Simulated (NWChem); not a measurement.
System: CHF$_{2}$NOSi; SMILES O=C=N[SiH](F)F

The following NWChem deck was run.

```
start job
memory heap 200 mb stack 900 mb global 1100 mb
geometry units angstroms noautosym nocenter noautoz
  Si    -0.000112     0.895821     0.382210
  F     -1.292258     1.523965    -0.332277
  F      1.290967     1.524575    -0.333681
  N      0.000108    -0.778534     0.135684
  C      0.000551    -1.961619    -0.067089
  O      0.000900    -3.108840    -0.254516
  H      0.000642     1.247016     1.808148
end
basis spherical
  * library 6-31g*
end
dft
  xc hfexch
  iterations 150
  mulliken
end
task dft energy
esp
  recalculate
  probe 0.07
  range 0.3
  factor 1.0
  spacing 0.02
end
task esp
```

Coordinates come from a PBE0/def2-SVP optimisation.

Atomic charges in e: unrestrained fits to the electrostatic potential beside Mulliken populations; buried atoms are poorly determined by the fit.

Atoms are numbered as in the input.

Give the results of this calculation. (Hartree-Fock/6-31G* (spherical d).) Quantities: ESP Si1; Mulliken Si1; ESP F2; Mulliken F2; ESP F3; Mulliken F3; ESP N4; Mulliken N4; ESP C5; Mulliken C5; relative RMS misfit of the potential (%).

The ESP Si1 comes out as 1.20. The Mulliken Si1 comes out as 1.53 and the ESP F2 comes out as -0.36. The Mulliken F2 is -0.52 and the ESP F3 comes out as -0.36. The Mulliken F3 is -0.52. The ESP N4 comes out as -0.70, the Mulliken N4 is -0.72 and the ESP C5 comes out as 0.84. The Mulliken C5 comes out as 0.84. The relative RMS misfit of the potential (%) is 19.
